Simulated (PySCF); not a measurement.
Worked example: refractive index and permittivity of the vapour

C₂H₄N₂OSi, SMILES O[SiH]1N=CC=N1.

The structure is a stationary point at B3LYP-D3(BJ)/def2-SVP. The structure was generated by enumeration, and PubChem lists no compound with its InChIKey, so it may never have been made. Other conformers were not sampled.

PBE/def2-TZVP (PySCF) gives a mean static polarisability of 60.1 bohr³ and a dipole moment of 2.13 D. Take an ideal gas at 298.15 K and 1 bar, whether or not the substance is that volatile.

Q: Work out n − 1 in the optical limit and the static ε − 1.

A: 
Polarisability volume α' = 60.1 × 0.148185 = 8.91 Å³. Number density N = p/kT = 2.43e-5 Å⁻³.
Dilute limit of Lorentz–Lorenz: n − 1 = 2π N α' = 0.0014.
Orientation term of Debye: μ²/(3kT) = 8.098 Å³ × μ²(D²) = 36.74 Å³.
ε − 1 = 4π N (α' + μ²/3kT) = 0.014. Orientation of the dipole supplies 80 % of the static response; it can't follow optical fields. Vibrational polarisation and dispersion are left out.
